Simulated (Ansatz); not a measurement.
Cu3H2⁺, relaxed as a singlet with RKS B3LYP-D4/def2-TZVP in Ansatz, starting from the GFN1-xTB geometry. Force threshold 0.02 eV/Å.

The structure comes from a short search, and lower isomers may exist.

Start:

Cartesian coordinates in Å:
```
Cu -0.043 0.738 2.272
Cu 0.959 -0.678 -2.089
Cu -0.217 -0.025 -0.045
H -0.050 0.331 -1.546
H -0.648 -0.366 1.408
```

Problem. Estimate the energy that the relaxation releases and the steps that it takes.

Solution. 1.6 kcal/mol, in 14 steps; 36 s on 4 threads of Arm Neoverse V2 on a shared host. The force fell under the threshold at step 3, but the optimiser went on and released 0.003 eV more. No frequencies were taken in this run, so the end may be a saddle point.

Problem. Does the start keep its bonding?

Solution. By distances, no bond broke or formed. The bond that changes most is Cu3–H4, from 1.55 to 1.61 Å (atoms count from 1).

Problem. Predict the relaxed structure.

Solution. 
```xyz
5

Cu   -0.451    0.834    2.366
Cu    0.637   -0.824   -2.327
Cu   -0.046   -0.002   -0.010
H     0.227    0.452   -1.532
H    -0.367   -0.460    1.503
```
Bond lengths (bridged metal pairs left out): 4 × Cu–H 1.56 to 1.61 Å.
